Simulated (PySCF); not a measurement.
## C5H3F3O: full NMR table

```
Formula                               : C5H3F3O
SMILES                                : O=CC#CCC(F)(F)F
Point group of the computed structure : Cs
Degrees of unsaturation               : 3
Carbon signals                        : 5
Proton signals                        : 2
```

Structure with atom numbers: `[O:1]=[CH:2][C:3]#[C:4][CH2:5][C:6]([F:7])([F:8])[F:9]`; H(Xn) means a hydrogen on atom n.

Relativity neglected, one conformer, in vacuum, averaged over atoms made equivalent by symmetry, fast rotation or ring inversion. GFN2-xTB geometry; shieldings: GIAO PBE0/pcSseg-1; PySCF 2.14.0 with density-fitted response routines.

Shifts are taken against calculated references (same method and geometry level): $^{1}$H (σ = 31.72 ppm), $^{13}$C (σ = 186.93 ppm) against TMS; CFCl3 for $^{19}$F (σ = 170.95 ppm); $^{17}$O (σ = 336.08 ppm) vs H2O.

```tsv
carbon	δC, type	δH (multiplicity)	HMBC from (2–3 bonds)	span of the C tensor (ppm)
C2	180.0, CH	9.49 (s)	–	192
C3	90.5, C	–	H(C2), H(C5)	265
C4	93.6, C	–	H(C2), H(C5)	191
C5	29.8, CH2	3.29 (m)	–	35
C6	133.4, C	–	H(C5)	2
```

Other nuclei:
| atoms | nucleus | environment | δ (ppm) | σ (ppm) |
| --- | --- | --- | --- | --- |
| F7/F8/F9 | $^{19}$F | fluorine of a CF3 group | -79.8 | 250.7 |
| O1 | $^{17}$O | aldehyde oxygen | 746.2 | -410.1 |

- Carbon types of the structure: 3 × C, 1 × CH, 1 × CH2, which accounts for all hydrogens.
- δC 180.0: aldehyde carbonyl carbon; low-lying n→π* states of the double bond to the heteroatom give a large paramagnetic term (-243 ppm).
- δC 133.4: CF3 carbon; 3 electronegative neighbours deshield it.
- δC 93.6, 90.5: alkyne carbon; the triple bond shields along its axis, which puts it between sp3 and sp2 carbons.
- δC 29.8: propargylic sp3 CH2; aliphatic region, no heteroatom directly attached.
- δH 9.49: hydrogen on an aldehyde carbonyl carbon; deshielded by the polar, anisotropic C=O bond.

Splittings by $^{19}$F in the carbon and heteronuclear signals aren't shown, as no couplings were computed. Shifts are as computed. Against solution values, carbons near 30 ppm lie about +3 ppm off and those near 130 ppm about +5 ppm. Of 1309 compounds with measured shifts, 239 miss one by over three times the rms of a fit or turn the order of signals round; such compounds aren't used in these exercises. Unscaled 19F shifts against computed CFCl3 carry errors that often reach 10 to 50 ppm. Unscaled 17O shifts of doubly bonded oxygen tend to come out too high, by tens of ppm or more. Experimental scales use liquid or dissolved standards, which lie at an offset from isolated H2O (liquid H2O: subtract about 36 ppm). Multiplicities follow the n + 1 count of equivalent neighbours, as no J values were calculated; m marks all less simple cases, F and P coupling included.
